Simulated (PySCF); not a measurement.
## Re²⁺ (rhenium, charge +2) across methods

[Xe] 4f14 5d4 6p1, one real determinant (an excited configuration). Computed with PySCF 2.14 in aug-cc-pVTZ-PP with ECP60MDF (6s6p5d3f2g, 88 functions), with a scalar-relativistic core potential.

```tsv
method	E (hartree)	mean ε 5p β (eV)	mean ε 5d α (eV)	mean ε 6p α (eV)	Σ⟨r²⟩ (bohr²)	⟨S²⟩
PBE	-77.2554	-65.927	-26.111	-15.880	37.74	8.751
BLYP	-77.2099	-65.892	-25.781	-15.644	37.78	8.750
TPSS	-77.2275	-66.130	-26.067	-15.808	37.74	8.751
wB97X-V	-77.1874	-71.079	-29.997	-18.104	37.85	8.751
r2SCAN	-77.2721	-66.691	-26.544	-15.950	37.64	8.751
revPBE	-77.3048	-65.947	-26.082	-15.852	37.70	8.751
PBE0	-77.2273	-68.294	-27.776	-16.468	37.79	8.751
LDA	-77.0422	-65.894	-26.114	-15.993	37.84	8.750
UHF	-76.69047	-74.083	-32.063	-17.774	38.44	8.753
```

⟨L²⟩ = 8.01 against 12 for a pure F term, so this real determinant mixes terms. Energies and moments cover only the electrons outside the core potential. Spin-orbit coupling, absent here, splits the open shell strongly.
